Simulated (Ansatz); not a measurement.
Isolated molecules relaxed with PBE0-D4/def2-TZVP in Ansatz; ΔE leaves out vibrations. CCSD(T)/CBS adds triple-zeta CCSD(T) − MP2 to the extrapolated MP2 energy (def2 sets, frozen cores). This one scheme is used for every species. Functionals use def2-TZVPP. B3LYP here is the variant with VWN-RPA as its local correlation; programs differ in this. One conformer a species, not always the lowest.

`CN(C)N[SiH3]` → `CN(C)N` + `[SiH2]`  (silylene loss)

`CN(C)N[SiH3]`:

```xyz
15

C     0.958   -1.309   -0.040
N     0.470    0.024    0.232
C     0.706    0.425    1.601
N    -0.887    0.154   -0.096
Si   -1.238    0.970   -1.567
H     0.445   -2.074    0.571
H     0.801   -1.546   -1.094
H     2.028   -1.361    0.174
H     0.185   -0.227    2.323
H     0.354    1.447    1.741
H     1.777    0.387    1.813
H    -1.503   -0.532    0.331
H    -2.714    0.894   -1.737
H    -0.801    2.388   -1.493
H    -0.582    0.360   -2.760
```

`CN(C)N`:

```xyz
12

C    -0.568   -0.297   -1.209
N    -0.214    0.470   -0.040
C    -0.291   -0.319    1.167
N     1.063    1.039   -0.235
H    -1.589   -0.672   -1.103
H     0.100   -1.163   -1.369
H    -0.514    0.345   -2.087
H     0.422   -1.166    1.162
H    -0.071    0.308    2.034
H    -1.299   -0.723    1.285
H     1.163    1.817    0.406
H     1.796    0.360   -0.012
```

`[SiH2]`:

```xyz
3

Si    0.196    0.418    0.542
H    -0.371    0.672   -0.851
H     0.175   -1.090    0.309
```

**Question.** Is it downhill or uphill in electronic energy at CCSD(T)/CBS, and by how much? (Estimate.)

**Answer.** Ansatz gave: Uphill: ΔE = +67.0 kcal/mol.

**Question.** What do these levels give: PBE0-D4, B3LYP-D4, ωB97X-V, B2PLYP, PBE0, HF/def2-TZVPP, MP2/def2-TZVPP, CCSD/def2-TZVPP, CCSD(T)/def2-TZVPP, MP2/def2-QZVPP, MP2/CBS(def2), CCSD/CBS(def2)? (Best estimate.)

**Answer.** Ansatz gave: PBE0-D4 68.8, B3LYP-D4 66.6, ωB97X-V 69.5, B2PLYP 66.2, PBE0 66.7, HF/def2-TZVPP 63.8, MP2/def2-TZVPP 70.9, CCSD/def2-TZVPP 64.5, CCSD(T)/def2-TZVPP 65.4, MP2/def2-QZVPP 72.0, MP2/CBS(def2) 72.6, CCSD/CBS(def2) 66.2 kcal/mol.

Largest T1 diagnostic among the species: 0.014.

The D4 term adds +3.7 kcal/mol with B3LYP and +2.1 kcal/mol with PBE0; it sums over pairs of atoms, weighted by their polarisabilities, and B3LYP, whose exchange is more repulsive, gets the larger term. In def2-TZVPP, CCSD(T) changes the Hartree–Fock value by +1.5 kcal/mol (the triples alone add +0.9 kcal/mol) and MP2 by +7.0 kcal/mol. From PBE to PBE0 (25 % exact exchange), in def2-TZVPP and without D4, ΔE moves by +2.7 kcal/mol.
